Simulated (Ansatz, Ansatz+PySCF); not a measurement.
```tsv
atom	x (Å)	y (Å)	z (Å)
C	0.0000	0.0000	-0.1776
H	0.0000	0.0000	1.0657
```

Basis set: 6-31G (spherical functions). Frozen core: 1 orbital. Correlation on ROHF uses semicanonical orbitals with singles. Charge 0, multiplicity 2.

Computed with Ansatz (development build ahead of 0.2.0); each method stands on the lowest determinant of its kind that the runs found.

The atomization energy at this shape (free ground-state atoms in the same class of orbitals less the molecule, no zero-point energy) of doublet CH:

```tsv
method	atomization energy
PBE0 (unrestricted)	3.20 eV
ROHF-CCSD(T)	2.73 eV
ROHF-MP2	2.51 eV
UHF-MP2	2.45 eV
UHF	1.91 eV
```

(1) What does ROHF give?

## Answers

(1) 1.86 eV. Caution for UHF-MP2: another reference gives a lower total. Caution for UHF-MP2, UHF: the unrestricted determinant is spin contaminated.

This basis has no polarisation functions and is too small for such energies, which can lie far from measured ones in either direction.
